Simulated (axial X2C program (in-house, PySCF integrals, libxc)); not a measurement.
Which molecule has these constants?

Computed with an in-house all-electron X2C program for linear molecules (integrals from PySCF), spin-free (one-electron X2C) or two-component (2c: spin–orbit coupling with atomic mean-field Coulomb and Gaunt terms, which also bring small scalar terms), in Dyall basis sets with cores contracted in-house; open shells are unrestricted.

A two-component PBE0 calculation in a Dyall 3-zeta basis gave Re = 1.541 Å, ωe = 1135.0 cm⁻¹, De = 4.93 eV, Ω = 3/2.

Task: Which molecule is it?
A. KN⁻
B. TiN⁻
C. GeN⁻
D. VN⁻
E. GaN⁻

Result: D. The others have GaN⁻ 1.738 Å and 773.1 cm⁻¹ (Ω = 1/2); GeN⁻ 1.664 Å and 999.6 cm⁻¹ (Ω = 0); KN⁻ 2.637 Å and 262.9 cm⁻¹ (Ω = 3/2); TiN⁻ 1.568 Å and 1139.2 cm⁻¹ (Ω = 0).

Each entry is the lowest single determinant of a limited PBE0 search at one distance. De goes to single-determinant-based atoms at the same level (for ions the charge split of lowest energy) and is withheld (n/a) where an atom does not fit its ground term or J level. Main or longest-lived isotopes. One determinant is a doubtful description, or other states lie close, for VN⁻, GaN⁻, KN⁻; these need not be ground states, and all values refer to the states named. With several unpaired electrons the Ω given is that of one determinant, not necessarily of the lowest component. Some light 2c atoms are not at their ground J level, so De misses part of their lowering (0.04 eV or less). The functionals have no current term, which raises determinants with orbital currents.
